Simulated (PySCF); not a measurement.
Numbering as in the mapped SMILES `[CH2:1]=[CH:2][Ge:3]([CH:4]=[CH2:5])([CH:6]=[CH2:7])[CH:8]=[CH2:9]`. Each H is labelled by its parent atom. Ha(C1), Ha(C5), Ha(C7), Ha(C9) are cis to Ge3; Hb(C1), Hb(C5), Hb(C7), Hb(C9) are trans to Ge3.

Geometry: PBE0-D3(BJ)/def2-SVP; GIAO shifts from PySCF 2.14.0 with density-fitted response routines, gas phase, non-relativistic, averaged over equivalent atoms.

At PBE0/pcSseg-1 (237 basis functions, 56 s wall time on 1 thread of an Arm Neoverse V1, shared host):
| atoms | δ (ppm) |
| --- | --- |
| C1/C5/C7/C9 | 144.6 |
| C2/C4/C6/C8 | 143.5 |
| Ge3 | -53.4 |
| Hb(C1)/Hb(C5)/Hb(C7)/Hb(C9) | 6.50 |
| H(C2)/H(C4)/H(C6)/H(C8) | 6.45 |
| Ha(C1)/Ha(C5)/Ha(C7)/Ha(C9) | 6.10 |

δ = σ(ref) − σ, references computed at the same level: $^{13}$C (σ = 184.41 ppm) and $^{1}$H (σ = 31.27 ppm) vs TMS; $^{73}$Ge (σ = 1330.28 ppm) against GeMe4.

Question: What do these become at B3LYP/pcSseg-1?

Answer: 
```
                      atoms  δ at B3LYP/pcSseg-1  change
                C1/C5/C7/C9                143.2    -1.4
                C2/C4/C6/C8                145.1    +1.6
                        Ge3                -56.0    -2.6
Hb(C1)/Hb(C5)/Hb(C7)/Hb(C9)                 6.35   -0.15
    H(C2)/H(C4)/H(C6)/H(C8)                 6.34   -0.11
Ha(C1)/Ha(C5)/Ha(C7)/Ha(C9)                 5.97   -0.13
```

δ = σ(ref) − σ, references computed at the same level: TMS for $^{13}$C (σ = 179.24 ppm) and $^{1}$H (σ = 31.38 ppm); $^{73}$Ge (σ = 1291.94 ppm) vs GeMe4.

The largest change is at Ge3 (germanium bonded to 4 C). Cost: 237 basis functions, 50 s wall time on 1 thread of an Arm Neoverse V1, shared host.

Relativistic effects, spin–orbit coupling among them, are left out; they matter for Ge and for the light atoms bonded to it.
